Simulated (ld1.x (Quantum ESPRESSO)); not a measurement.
**An all-electron radial function and its pseudo partner (lithium)**

Columns: radius, all-electron u(r) and pseudo u(r) of the 2s shell (level -2.87 eV) of lithium in the configuration [He] 2s1 2p0; PBE, non-relativistic, TM scheme, ld1.x (Quantum ESPRESSO) 7.5.

```
r (bohr)  all-electron   pseudo
   0.228        0.1824  -0.0306
   0.455        0.1612  -0.0632
   0.682        0.0714  -0.1001
   0.910       -0.0360  -0.1434
   1.138       -0.1397  -0.1943
   1.365       -0.2311  -0.2516
   1.592       -0.3077  -0.3123
   1.820       -0.3703  -0.3708
   2.047       -0.4211  -0.4212
   2.275       -0.4607  -0.4607
   2.502       -0.4891  -0.4891
   2.730       -0.5076  -0.5076
   2.958       -0.5173  -0.5173
   3.185       -0.5192  -0.5192
   3.412       -0.5146  -0.5146
   3.640       -0.5046  -0.5046
   3.868       -0.4902  -0.4902
   4.095       -0.4725  -0.4725
   4.322       -0.4523  -0.4523
   4.550       -0.4303  -0.4303
   4.778       -0.4073  -0.4073
   5.005       -0.3839  -0.3839
   5.232       -0.3606  -0.3606
   5.460       -0.3374  -0.3374
   5.688       -0.3148  -0.3148
   5.915       -0.2931  -0.2931
```

Question: How many radial nodes do the two functions have?

Answer: The all-electron 2s function has n − l − 1 = 1; the pseudo-wave has 0, since the states of the same l below it are removed with the core.

Question: At about which radius was the pseudo-wave matched?

Answer: 2.35 bohr. The columns agree to 0.0005 from 2.05 bohr on; several derivatives are matched, so the curves merge somewhat inside the radius.

Question: Is the pseudo-wave norm-conserving?

Answer: Yes: the TM scheme keeps the norm inside the radius equal to the all-electron one, which fixes the energy derivative of the logarithmic derivative at the level.
